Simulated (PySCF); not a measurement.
# ethyl 3-butenoate, C6H10O2

Molfile (atoms numbered from 1):
```
C6H10O2
     RDKit          3D

 18 17  0  0  0  0  0  0  0  0999 V2000
    2.9408    1.0433   -0.6603 C   0  0  0  0  0  0  0  0  0  0  0  0
    2.4410   -0.0407   -0.0990 C   0  0  0  0  0  0  0  0  0  0  0  0
    1.4669   -0.9639   -0.7701 C   0  0  0  0  0  0  0  0  0  0  0  0
    0.1972   -1.0011    0.0580 C   0  0  0  0  0  0  0  0  0  0  0  0
    0.0758   -1.5701    1.1104 O   0  0  0  0  0  0  0  0  0  0  0  0
   -0.7699   -0.2885   -0.5194 O   0  0  0  0  0  0  0  0  0  0  0  0
   -2.0101   -0.2007    0.1873 C   0  0  0  0  0  0  0  0  0  0  0  0
   -2.8908    0.8205   -0.5065 C   0  0  0  0  0  0  0  0  0  0  0  0
    2.6823    1.3331   -1.6657 H   0  0  0  0  0  0  0  0  0  0  0  0
    3.6368    1.6811   -0.1427 H   0  0  0  0  0  0  0  0  0  0  0  0
    2.7056   -0.3185    0.9122 H   0  0  0  0  0  0  0  0  0  0  0  0
    1.8818   -1.9739   -0.7958 H   0  0  0  0  0  0  0  0  0  0  0  0
    1.2364   -0.6204   -1.7776 H   0  0  0  0  0  0  0  0  0  0  0  0
   -2.4795   -1.1908    0.1950 H   0  0  0  0  0  0  0  0  0  0  0  0
   -1.8038    0.0855    1.2243 H   0  0  0  0  0  0  0  0  0  0  0  0
   -3.8338    0.9080    0.0254 H   0  0  0  0  0  0  0  0  0  0  0  0
   -3.0860    0.5136   -1.5304 H   0  0  0  0  0  0  0  0  0  0  0  0
   -2.3995    1.7897   -0.5216 H   0  0  0  0  0  0  0  0  0  0  0  0
  1  2  2  0
  2  3  1  0
  3  4  1  0
  4  5  2  0
  4  6  1  0
  6  7  1  0
  7  8  1  0
  1  9  1  0
  1 10  1  0
  2 11  1  0
  3 12  1  0
  3 13  1  0
  7 14  1  0
  7 15  1  0
  8 16  1  0
  8 17  1  0
  8 18  1  0
M  END
```

Method used: PySCF 2.14.0, GIAO HSE06/pcseg-1 magnetisability, rotational g tensor and spin-rotation constants, non-relativistic, gas phase. Geometry: GFN2-xTB.

**Question.** What are the magnetisability and the molar susceptibility?

**Answer.** Isotropic -1161 × 10⁻³⁰ J/T², or -69.9 × 10⁻⁶ cm³/mol; principal values -1279, -1197, -1006 × 10⁻³⁰ J/T², anisotropy 242 × 10⁻³⁰ J/T² (root of half the summed squared differences of the principal values). The susceptibility is in cgs units.

**Question.** Split it along the inertial axes a, b, c into diamagnetic and paramagnetic parts about the centre of mass, with the quadrupole moment.

**Answer.** 
| axis | χ (10⁻⁶ cm³/mol) | diamagnetic (10⁻⁶ cm³/mol) | paramagnetic (10⁻⁶ cm³/mol) | summed x² of all electrons (Å²) | quadrupole Θ (D Å) |
| --- | --- | --- | --- | --- | --- |
| a | -73.5 | -443.7 | 370.2 | 261.2 | +7.66 |
| b | -65.0 | -1228.1 | 1163.1 | 76.3 | -7.76 |
| c | -71.2 | -1431.9 | 1360.7 | 28.3 | +0.10 |

Anisotropies 2χaa − χbb − χcc = -10.8 and 2χbb − χaa − χcc = +14.7 × 10⁻⁶ cm³/mol. Θ is traceless in Buckingham's convention.

**Question.** And the rotational g tensor?

**Answer.** 
| axis | rotational constant (GHz) | g | nuclear part | electronic part |
| --- | --- | --- | --- | --- |
| a | 3.6100 | -0.0272 | 0.6006 | -0.6278 |
| b | 1.1012 | -0.0080 | 0.5937 | -0.6017 |
| c | 0.9265 | -0.0061 | 0.5862 | -0.5923 |

Asymmetric top; isotopes 12C, 1H, 16O; no vibrational averaging.
